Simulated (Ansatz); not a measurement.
Mulliken charges of `F[SiH2]C(F)Cl` from ωB97M-V/def2-TZVPP in Ansatz (PBE0-D4/def2-TZVP geometry).

```json
{"atom": "F1", "x (Å)": "-1.413", "y (Å)": "1.498", "z (Å)": "-0.134", "charge (e)": "-0.307"}
{"atom": "Si2", "x (Å)": "-0.077", "y (Å)": "0.839", "z (Å)": "0.435", "charge (e)": "0.486"}
{"atom": "C3", "x (Å)": "0.067", "y (Å)": "-0.905", "z (Å)": "-0.307", "charge (e)": "0.015"}
{"atom": "F4", "x (Å)": "1.172", "y (Å)": "-1.521", "z (Å)": "0.226", "charge (e)": "-0.193"}
{"atom": "Cl5", "x (Å)": "0.244", "y (Å)": "-0.784", "z (Å)": "-2.069", "charge (e)": "-0.086"}
{"atom": "H6", "x (Å)": "-0.198", "y (Å)": "0.731", "z (Å)": "1.907", "charge (e)": "-0.031"}
{"atom": "H7", "x (Å)": "1.095", "y (Å)": "1.634", "z (Å)": "0.017", "charge (e)": "-0.018"}
{"atom": "H8", "x (Å)": "-0.797", "y (Å)": "-1.550", "z (Å)": "-0.131", "charge (e)": "0.135"}
```

**Question.** By hand: the dipole of these point charges (1 e Å = 4.8032 D).

**Answer.** Σ q r = (0.029, 0.034, 0.305) e Å, of length 0.308 e Å = 1.48 D.

**Question.** How does the dipole of the full density compare? (Estimate.)

**Answer.** The calculation gave: (-0.072, 0.019, 0.251) e Å, 1.26 D; the point charges give 1.17 times that, at 21° from its direction.

Point charges leave out the atoms' own dipoles, such as those of lone pairs, and Mulliken's split depends on the basis, so the two needn't agree.
